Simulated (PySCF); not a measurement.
Vertical excitations of a molecule C4H7F from PySCF with TDDFT-CAM-B3LYP/def2-SVPD, as energy in eV (oscillator strength): 6.67 (0.000), 7.28 (0.464), 7.39 (0.000), 7.64 (0.016), 8.22 (0.008), 8.76 (0.002), 8.97 (0.000), 9.04 (0.059), 9.25 (0.007), 9.46 (0.031). Lowest triplet (TDA): 4.33 eV. Geometry: ωB97X-D3(BJ)/def2-SVP. Other conformers were not sampled.

**Question.** Which structure fits?
A. C[C@H]1C[C@@H]1F
B. C=C[C@H](C)F
C. CC(C)=CF
D. C/C=C(\C)F

**Answer.** D, C/C=C(\C)F
